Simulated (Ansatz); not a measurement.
System (SMILES): [Al][Cl] (Al-Cl) (closed-shell singlet).
Atoms: Al1, Cl2. Bonds: Al1-Cl2.

Basis-set convergence of the highest harmonic wavenumber at PBE with Ansatz (a program for electronic structure). Each level at its own minimum, finite differences of forces, unscaled; the reference is a large set that could be run, not a limit. Cartesian d functions, on some or all atoms, in 6-31+G*, 6-311G**; all else is spherical. The program fits the integrals of some runs and decomposes those of others, by size. No added dispersion term, no relativity. Reference: the value in pcseg-3, 454 cm⁻¹, itself unsure by roughly 1 cm⁻¹ (its mean distance from cc-pV(Q+d)Z, aug-pcseg-2, aug-cc-pV(T+d)Z).

```json
[
 {"basis": "6-31G", "functions": "26", "highest harmonic wavenumber (cm⁻¹)": "[?]"},
 {"basis": "pcseg-0", "functions": "26", "highest harmonic wavenumber (cm⁻¹)": "[?]"},
 {"basis": "6-31+G*", "functions": "46", "highest harmonic wavenumber (cm⁻¹)": "448"},
 {"basis": "6-311G**", "functions": "54", "highest harmonic wavenumber (cm⁻¹)": "448"},
 {"basis": "aug-pcseg-1", "functions": "54", "highest harmonic wavenumber (cm⁻¹)": "[?]"},
 {"basis": "cc-pV(T+d)Z", "functions": "78", "highest harmonic wavenumber (cm⁻¹)": "456"},
 {"basis": "6-311++G(3df,3pd)", "functions": "94", "highest harmonic wavenumber (cm⁻¹)": "455"},
 {"basis": "jun-cc-pV(T+d)Z", "functions": "96", "highest harmonic wavenumber (cm⁻¹)": "453"},
 {"basis": "aug-cc-pV(T+d)Z", "functions": "110", "highest harmonic wavenumber (cm⁻¹)": "453"}
]
```

**Question.** Fill in the missing entries.

**Answer.** 
- 6-31G, highest harmonic wavenumber (cm⁻¹): 406
- pcseg-0, highest harmonic wavenumber (cm⁻¹): 416
- aug-pcseg-1, highest harmonic wavenumber (cm⁻¹): 440
